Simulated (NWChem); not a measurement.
System: ZnGeH₄O; SMILES [GeH3][Zn][OH]

Here is an NWChem input.

```
start job
memory heap 200 mb stack 900 mb global 1100 mb
geometry units angstroms noautosym nocenter noautoz
  Zn    -0.308871    -0.908706     0.000353
  O     -0.581443    -2.667197    -0.000898
  H      0.198708    -3.229358     0.004594
  Ge    -0.126788     1.456988     0.002198
  H     -1.358206     2.129346    -0.640616
  H      0.004021     2.026525     1.430665
  H      1.110126     1.937550    -0.786547
end
basis spherical
  * library def2-svpd
end
dft
  xc xpbe96 cpbe96
  iterations 150
end
property
  response 1 0.0
end
task dft property
```

Geometry: optimised at PBE0/def2-SVP.

Static field.

Problem. What results follow from this input? (PBE/def2-SVPD.) Quantities: isotropic polarisability (bohr³); anisotropy (bohr³).

Solution. 
```
Item                              Result
--------------------------------  ------
isotropic polarisability (bohr³)    69.2
anisotropy (bohr³)                  36.1
```
